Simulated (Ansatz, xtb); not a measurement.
**Two isomers of C4H4ClNS**

We compare X, `Sc1cc[nH]c1Cl`, a singlet, with Y, `Sc1c[nH]cc1Cl`, a singlet. Both are isolated molecules in the gas phase, relaxed with PBE0-D3(BJ)/def2-SVP; the shapes shown needn't be the lowest conformers.

X (Å):

```csv
atom,x (Å),y (Å),z (Å)
C,0.0004,-0.6541,1.7043
C,0.7073,-0.9007,0.4892
C,1.2647,-2.1543,0.5775
C,0.1736,-1.7831,2.4877
Cl,-0.4099,-2.1357,4.0488
N,0.9309,-2.6791,1.7995
S,-0.8384,0.8143,2.1840
H,-2.0593,0.4910,1.6973
H,0.7859,-0.2111,-0.3480
H,1.8747,-2.7151,-0.1263
H,1.2002,-3.5861,2.1550
```

Y (Å):

```xyz
11

C    -0.2363   -0.8511    1.7266
C     0.6049   -0.8649    0.6296
C     1.0622   -2.7134    1.8176
C     0.0614   -2.0265    2.4731
Cl   -0.7067   -2.4890    3.9354
N     1.3762   -1.9930    0.7046
S    -1.4581    0.3140    2.2115
H    -1.2807    1.1391    1.1590
H     0.7045   -0.1562   -0.1885
H     2.0794   -2.2546    0.0292
H     1.5539   -3.6474    2.0738
```

Task: Estimate E(Y) − E(X) at the level CCSD(T)/def2-SVP + ΔMP2/def2-TZVPP.

Result: CCSD(T)/def2-SVP + ΔMP2/def2-TZVPP gives E(Y) − E(X) = +0.063 eV, slightly favouring structure X, which is too small a margin to settle the true order.

How the difference moves with the method:

| level | geometry | E(Y) − E(X) (eV) | departure from the last row (eV) | job, with rough time for the two |
| --- | --- | --- | --- | --- |
| PBE0-D3(BJ)/def2-SVP | PBE0-D3(BJ)/def2-SVP | +0.068 | +0.005 | optimisation, 4 min |
| HF/def2-SVP | PBE0-D3(BJ)/def2-SVP | +0.108 | +0.044 | part of the CCSD(T) run |
| MP2/def2-SVP | PBE0-D3(BJ)/def2-SVP | +0.092 | +0.029 | part of the CCSD(T) run |
| CCSD(T)/def2-SVP | PBE0-D3(BJ)/def2-SVP | +0.084 | +0.021 | single point |
| CCSD(T)/def2-SVP + ΔMP2/def2-TZVPP | PBE0-D3(BJ)/def2-SVP | +0.063 |  | single point, 2.5 min |

As drawn, both hold the same kinds of bond in the same numbers.

The largest departure from CCSD(T)/def2-SVP + ΔMP2/def2-TZVPP is that of HF/def2-SVP, 0.044 eV. No reliable frequencies are at hand for X, so it isn't confirmed as a minimum. Levels run at GFN2-xTB geometries aren't shown. The last row adds to CCSD(T) the change of the MP2 difference between the two basis sets, here −0.021 eV.

The correlated steps freeze 15 core orbitals. Codes used: Ansatz 0.2.0, xtb 6.7.1; the last row on 2 threads of Intel(R) Xeon(R) Processor @ 2.50GHz (Skylake/Cascade Lake) on a shared host.
